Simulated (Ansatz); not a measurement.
Ansatz (a first-principles code) input (r2SCAN0/def2-TZVPD):

Ansatz 0.2 input:
```yaml
crystal:
  periodic: [false, false, false]
  atoms:
    - {symbol: C, position_ang: [2.79689069, 0.10874318, 0.49239640]}
    - {symbol: C, position_ang: [1.93783186, -0.39714014, -0.60924545]}
    - {symbol: C, position_ang: [0.59478421, 0.18722853, -0.87227155]}
    - {symbol: C, position_ang: [-0.47989701, -0.25555757, 0.14412279]}
    - {symbol: C, position_ang: [-1.84026851, 0.35960568, -0.14883630]}
    - {symbol: O, position_ang: [-2.82835671, 0.01505402, 0.81672645]}
    - {symbol: H, position_ang: [3.83713715, -0.19879892, 0.37164184]}
    - {symbol: H, position_ang: [2.47174976, -0.26083583, 1.47759444]}
    - {symbol: H, position_ang: [2.76714374, 1.20157876, 0.55168423]}
    - {symbol: H, position_ang: [2.19185876, -1.34195939, -1.07523458]}
    - {symbol: H, position_ang: [0.25766832, -0.08216417, -1.87779956]}
    - {symbol: H, position_ang: [0.65701252, 1.28235898, -0.84231055]}
    - {symbol: H, position_ang: [-0.17577421, 0.02478242, 1.15539527]}
    - {symbol: H, position_ang: [-0.56177293, -1.34810652, 0.12683045]}
    - {symbol: H, position_ang: [-2.16937533, 0.07937540, -1.15832667]}
    - {symbol: H, position_ang: [-1.77387591, 1.44882684, -0.11973230]}
    - {symbol: H, position_ang: [-2.93096570, -0.94276774, 0.81945068]}
basis:
  gaussian:
    orbitals: def2-TZVPD
hamiltonian:
  xc: {name: r2SCAN0}
magnetization: {spin_polarized: true, initial_magnetization: 1}
output: {forces: true}
```

Output:

```
Functional definition: r2SCAN0
integrals: 0.30 GiB planned
1615 factors; their error is unknown
0.49 GiB of the device are held for the grids
2.04 GiB of device memory are held for the factors and their scratch space
mean field: 2.93 GiB planned
mean field evaluation 1: about -7396.8133 eV, gradient 5.0e1 eV
mean field evaluation 2: about -7394.9532 eV, gradient 5.4e1 eV
mean field evaluation 4: about -7407.8317 eV, gradient 2.9e0 eV
mean field evaluation 8: about -7407.8710 eV, gradient 8.7e-2 eV
mean field evaluation 16: about -7407.8365 eV, gradient 7.5e-3 eV
mean field -7407.83649802 eV, -272.2329700903 hartree, gradient 3.0e-5 eV, S^2 0.758036; 0 other end points of the search recorded, 0 dependent functions left out
the calculation of the forces begins
reference -7407.83651636 eV, -272.2329707644 hartree; 25, 24 occupied and 299, 300 virtual orbitals, 1615 factors
Total energy: -7407.83651636 eV, -272.2329707644 hartree
Atom 0 at     2.796891     0.108743     0.492396 Å, force    -0.040093     0.000859     0.034388 eV/Å
Atom 1 at     1.937832    -0.397140    -0.609245 Å, force    -0.017472     0.021798     0.054417 eV/Å
Atom 2 at     0.594784     0.187229    -0.872272 Å, force    -0.135032    -0.019561     0.118160 eV/Å
Atom 3 at    -0.479897    -0.255558     0.144123 Å, force     0.002787     0.067363    -0.098889 eV/Å
Atom 4 at    -1.840269     0.359606    -0.148836 Å, force    -0.068869    -0.114989     0.196031 eV/Å
Atom 5 at    -2.828357     0.015054     0.816726 Å, force     0.285345    -0.255280    -0.295225 eV/Å
Atom 6 at     3.837137    -0.198799     0.371642 Å, force    -0.131133     0.041386     0.004466 eV/Å
Atom 7 at     2.471750    -0.260836     1.477594 Å, force     0.036629     0.040595    -0.148471 eV/Å
Atom 8 at     2.767144     1.201579     0.551684 Å, force     0.003766    -0.138182    -0.024370 eV/Å
Atom 9 at     2.191859    -1.341959    -1.075235 Å, force    -0.026999     0.082884     0.048229 eV/Å
Atom 10 at     0.257668    -0.082164    -1.877800 Å, force     0.033243     0.027370     0.104167 eV/Å
Atom 11 at     0.657013     1.282359    -0.842311 Å, force    -0.000578    -0.113504    -0.004375 eV/Å
Atom 12 at    -0.175774     0.024782     1.155395 Å, force    -0.027003    -0.019081    -0.091117 eV/Å
Atom 13 at    -0.561773    -1.348107     0.126830 Å, force     0.003046     0.102472     0.000232 eV/Å
Atom 14 at    -2.169375     0.079375    -1.158327 Å, force     0.024676     0.023134     0.121103 eV/Å
Atom 15 at    -1.773876     1.448827    -0.119732 Å, force    -0.002616    -0.115475     0.002723 eV/Å
Atom 16 at    -2.930966    -0.942768     0.819451 Å, force     0.060302     0.368213    -0.021470 eV/Å
Dipole moment:     0.196834    -0.223885    -0.147572 e Å
```

It need not be the lowest isomer of its formula.
